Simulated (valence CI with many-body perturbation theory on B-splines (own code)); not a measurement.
**E1 transitions of K5+**

Method: configuration interaction combined with many-body perturbation theory (CI+MBPT): four valence electrons over a frozen Dirac-Fock core [Ne], a basis of 11 s, 11 p, 10 d, 8 f, 5 g, 2 h functions for each j, with the one-electron correlation potential Σ1, the two-electron term Σ2, the three-electron term Σ3, Breit, model QED; selected CI, second order for the rest, scaled by the run's own slope (own B-spline code, finite nucleus).

Set against measurement, 25 paired levels are off by 128 cm⁻¹ on average, the worst by 501. These come from a selection out of Sansonetti, J. Phys. Chem. Ref. Data 37, 7 (2008). Levels without a partner in it may be off by more. Among the levels kept, up to 940 cm⁻¹ of a level comes from second order outside the variational space, and about a tenth of that is noise between levels of different J, which matters for small intervals.

Lines 1 to 50 of 562 in falling wavelength, among levels below 564960 cm⁻¹, chosen from the strongest by gf and those to the six lowest levels. Wavelengths and rates use the calculated energies, so an error of 100 cm⁻¹ moves a line at 357.6 nm by 0.36 % and its rate by three times that or more. Electric multipoles are in the length gauge, E1 and E2 with the static RPA response of the core. Weak lines are less certain than strong ones. Lines between different terms over intervals too small for the method are left out, as are lines whose strength nearly cancels. Where a level lies close to another of its J and parity, the split of strength between their lines is uncertain. The highest levels of a list are the least certain.

Names give the largest LS component (configuration and term), which can be under half, so a name can repeat, a term be missing and a line seem to break the LS rules; names also repeat where a configuration has a term twice. Letters in brackets count levels of one name in rising energy.

| λ vac (nm) | Upper | Lower | A (s⁻¹) | S (a.u.) with core polarisation | S without |
| --- | --- | --- | --- | --- | --- |
| 357.6 | 3s.3p2.4p 3S°_1 | 3s.3p2.4s 3P_2 | 3.55e+07 | 2.41e+00 | 2.40e+00 |
| 338.0 | 3s.3p2.4p 3S°_1 | 3s.3p2.4s 3P_1 | 3.13e+07 | 1.79e+00 | 1.79e+00 |
| 287.9 | 3p3.3d 3D°_3 [b] | 3s.3p2.4s 3P_2 | 3.04e+07 | 2.50e+00 | 2.51e+00 |
| 284.7 | 3p3.3d 3D°_2 [b] | 3s.3p2.4s 3P_1 | 2.79e+07 | 1.59e+00 | 1.59e+00 |
| 283.9 | 3s2.3p.4f 3G_3 | 3s2.3p.4d 3F°_2 | 7.09e+07 | 5.61e+00 | 5.61e+00 |
| 279.5 | 3s2.3p.4f 3G_4 | 3s2.3p.4d 3F°_3 | 1.10e+08 | 1.07e+01 | 1.07e+01 |
| 277.2 | 3s2.3p.4f 3G_5 | 3p3.3d 5D°_4 | 1.32e+07 | 1.52e+00 | 1.52e+00 |
| 273.7 | 3s2.3p.4f 3G_5 | 3s2.3p.4d 3F°_4 | 2.46e+08 | 2.74e+01 | 2.74e+01 |
| 271.6 | 3s2.3p.4f 1F_3 | 3s2.3p.4d 3F°_2 | 3.57e+07 | 2.47e+00 | 2.47e+00 |
| 267.0 | 3s2.3p.4f 3G_3 | 3s2.3p.4d 3D°_2 | 4.52e+07 | 2.97e+00 | 2.97e+00 |
| 266.8 | 3s2.3p.4f 3F_4 | 3s2.3p.4d 3F°_4 | 4.00e+07 | 3.38e+00 | 3.37e+00 |
| 263.7 | 3s2.3p.4f 3F_2 | 3s2.3p.4d 3F°_2 | 3.86e+07 | 1.75e+00 | 1.75e+00 |
| 263.4 | 3s2.3p.4f 3D_2 | 3s2.3p.4d 3P°_1 | 1.86e+08 | 8.40e+00 | 8.40e+00 |
| 263.1 | 3s2.3p.4f 3D_3 | 3s2.3p.4d 3P°_2 | 2.46e+08 | 1.55e+01 | 1.55e+01 |
| 263.0 | 3s2.3p.4f 3D_1 | 3s2.3p.4d 3P°_0 | 1.46e+08 | 3.95e+00 | 3.94e+00 |
| 262.2 | 3s2.3p.4p 1P_1 | 3s2.3p.4s 1P°_1 | 1.51e+08 | 4.04e+00 | 4.04e+00 |
| 262.2 | 3s2.3p.4f 3F_3 | 3s2.3p.4d 3F°_3 | 4.17e+07 | 2.59e+00 | 2.59e+00 |
| 261.0 | 3s2.3p.4f 3G_4 | 3s2.3p.4d 3D°_3 | 1.29e+08 | 1.02e+01 | 1.02e+01 |
| 259.7 | 3s2.3p.4f 3D_1 | 3s2.3p.4d 3P°_1 | 1.27e+08 | 3.29e+00 | 3.29e+00 |
| 259.2 | 3s2.3p.4f 3F_4 | 3s2.3p.4d 3F°_3 | 1.25e+08 | 9.64e+00 | 9.64e+00 |
| 258.7 | 3s2.3p.4f 3D_2 | 3s2.3p.4d 3P°_2 | 8.14e+07 | 3.48e+00 | 3.48e+00 |
| 257.7 | 3s2.3p.4f 3F_3 | 3s2.3p.4d 3F°_2 | 1.27e+08 | 7.49e+00 | 7.49e+00 |
| 256.0 | 3s2.3p.4f 1F_3 | 3s2.3p.4d 3D°_2 | 7.93e+07 | 4.60e+00 | 4.59e+00 |
| 255.3 | 3s2.3p.4f 3G_3 | 3p3.3d 3D°_2 [a] | 9.45e+07 | 5.43e+00 | 5.43e+00 |
| 253.2 | 3s2.3p.4f 3G_3 | 3s2.3p.4d 1D°_2 | 4.23e+07 | 2.37e+00 | 2.37e+00 |
| 251.3 | 3s2.3p.4f 1D_2 | 3s2.3p.4d 1P°_1 | 2.90e+08 | 1.14e+01 | 1.14e+01 |
| 248.9 | 3s2.3p.4f 3F_2 | 3s2.3p.4d 3D°_1 | 1.68e+08 | 6.38e+00 | 6.37e+00 |
| 247.6 | 3s2.3p.4f 3G_4 | 3p3.3d 3D°_3 [a] | 2.81e+07 | 1.90e+00 | 1.90e+00 |
| 243.6 | 3s2.3p.4f 3F_3 | 3s2.3p.4d 3D°_2 | 8.44e+07 | 4.22e+00 | 4.21e+00 |
| 243.3 | 3s2.3p.4f 1F_3 | 3s2.3p.4d 1D°_2 | 1.81e+08 | 9.00e+00 | 8.99e+00 |
| 243.3 | 3s2.3p.4f 3F_4 | 3s2.3p.4d 3D°_3 | 1.15e+08 | 7.34e+00 | 7.33e+00 |
| 238.1 | 3s2.3p.4f 3F_2 | 3p3.3d 3D°_1 [a] | 1.02e+08 | 3.40e+00 | 3.40e+00 |
| 233.9 | 3s2.3p.4f 3F_3 | 3p3.3d 3D°_2 [a] | 5.79e+07 | 2.56e+00 | 2.56e+00 |
| 232.3 | 3s2.3p.4f 1G_4 | 3s2.3p.4d 1F°_3 | 4.25e+08 | 2.37e+01 | 2.37e+01 |
| 231.5 | 3s2.3p.4f 3F_4 | 3p3.3d 3D°_3 [a] | 4.19e+07 | 2.31e+00 | 2.31e+00 |
| 226.9 | 3s2.3p.4f 3D_3 | 3s2.3p.4d 3D°_3 | 4.55e+07 | 1.84e+00 | 1.84e+00 |
| 219.7 | 3s.3p2.4p 3D°_2 | 3s.3p2.4s 3P_2 | 4.27e+07 | 1.12e+00 | 1.12e+00 |
| 215.7 | 3s.3p2.4p 3D°_1 | 3s.3p2.4s 3P_1 | 9.43e+07 | 1.40e+00 | 1.40e+00 |
| 214.0 | 3s.3p2.4p 3D°_3 | 3s.3p2.4s 3P_2 | 2.49e+08 | 8.44e+00 | 8.46e+00 |
| 212.2 | 3s.3p2.4p 3D°_2 | 3s.3p2.4s 3P_1 | 2.08e+08 | 4.90e+00 | 4.91e+00 |
| 211.6 | 3s.3p2.4p 3D°_1 | 3s.3p2.4s 3P_0 | 1.52e+08 | 2.13e+00 | 2.14e+00 |
| 210.0 | 3s.3p2.4p 5D°_1 | 3s.3p2.4s 5P_2 | 7.76e+07 | 1.07e+00 | 1.07e+00 |
| 209.9 | 3s2.3p.4p 3D_2 | 3s2.3p.4s 3P°_2 | 4.88e+07 | 1.11e+00 | 1.12e+00 |
| 209.5 | 3s.3p2.4p 5D°_3 | 3s.3p2.4s 5P_3 | 9.61e+07 | 3.05e+00 | 3.06e+00 |
| 207.1 | 3s.3p2.4p 5D°_2 | 3s.3p2.4s 5P_2 | 2.10e+08 | 4.60e+00 | 4.62e+00 |
| 206.8 | 3s.3p2.4p 5D°_0 | 3s.3p2.4s 5P_1 | 3.90e+08 | 1.70e+00 | 1.71e+00 |
| 205.3 | 3s.3p2.4p 5D°_1 | 3s.3p2.4s 5P_1 | 3.17e+08 | 4.06e+00 | 4.08e+00 |
| 204.1 | 3s2.3p.4p 3D_3 | 3s2.3p.4s 3P°_2 | 2.67e+08 | 7.85e+00 | 7.87e+00 |
| 203.8 | 3s.3p2.4p 5D°_4 | 3s.3p2.4s 5P_3 | 4.12e+08 | 1.55e+01 | 1.55e+01 |
| 202.9 | 3s.3p2.4p 5D°_3 | 3s.3p2.4s 5P_2 | 3.12e+08 | 8.99e+00 | 9.03e+00 |
